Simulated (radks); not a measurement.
Values are calculated unless marked as measured or tabulated.
Species: the arsenic ion As3+. Configuration: [Ar] 3d10 4s1.5 4p0.5 (fractional occupations, a model configuration). Code: a radial shooting solver on a logarithmic mesh with Libxc functionals. Model: Dirac Kohn-Sham, LDA (Slater exchange, Perdew-Wang correlation), spin-unpolarised, spherical densities, finite nucleus; open shells fill j = l - 1/2 first; Fermi nuclear charge, rms radius 4.0968 fm.

Unscreened Slater integrals over Kohn-Sham orbitals (cm^-1). Large and small components are both included. Empty in this configuration: 4p3/2.

\begin{tabular}{lr}
integral & value \\ \hline
F0(4p1/2,4p1/2) & 99893 \\
F0(4p1/2,4s1/2) & 106110 \\
G1(4p1/2,4s1/2) & 71660 \\
F0(4p1/2,3d5/2) & 128330 \\
G3(4p1/2,3d5/2) & 9686.4 \\
F0(4p1/2,3d3/2) & 128420 \\
G1(4p1/2,3d3/2) & 10695 \\
F0(4p1/2,4p3/2) & 99242 \\
G2(4p1/2,4p3/2) & 52786 \\
F0(4s1/2,4s1/2) & 113950 \\
F0(4s1/2,3d5/2) & 143960 \\
G2(4s1/2,3d5/2) & 14335 \\
F0(4s1/2,3d3/2) & 144070 \\
G2(4s1/2,3d3/2) & 14158 \\
F0(4s1/2,4p3/2) & 105290 \\
G1(4s1/2,4p3/2) & 70564 \\
F0(3d5/2,3d5/2) & 300280 \\
F2(3d5/2,3d5/2) & 141410 \\
F4(3d5/2,3d5/2) & 88465 \\
F0(3d5/2,3d3/2) & 301280 \\
F2(3d5/2,3d3/2) & 141850 \\
G2(3d5/2,3d3/2) & 141610 \\
G4(3d5/2,3d3/2) & 88598 \\
F0(3d5/2,4p3/2) & 126830 \\
F2(3d5/2,4p3/2) & 28197 \\
G1(3d5/2,4p3/2) & 10411 \\
G3(3d5/2,4p3/2) & 9376.1 \\
F0(3d3/2,3d3/2) & 302290 \\
F2(3d3/2,3d3/2) & 142310 \\
F0(3d3/2,4p3/2) & 126920 \\
F2(3d3/2,4p3/2) & 28022 \\
G1(3d3/2,4p3/2) & 10287 \\
G3(3d3/2,4p3/2) & 9278.3 \\
F0(4p3/2,4p3/2) & 98608 \\
F2(4p3/2,4p3/2) & 52495 \\
\end{tabular}
